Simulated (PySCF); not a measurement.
## How methods differ on the ionisation energy of Ag+

Ag+ [Kr] 4d10 (1S) → Ag(2+) [Kr] 4d9 (2D), as a difference of total energies. All numbers are calculated (PySCF 2.14, a scalar-relativistic core potential, in aug-cc-pwCVQZ-PP with ECP28MDF). The calculations carry no spin-orbit coupling.

```csv
method,ionisation energy (eV),difference from reference (eV)
UHF,19.654,-1.830
PW91,21.798,+0.314
BHandHLYP,21.216,-0.268
```

Reference: 21.484 eV (measured; NIST Atomic Spectra Database, ionization energies).

The reference lies between the lowest fine-structure levels, while these numbers refer to the centres of the terms.
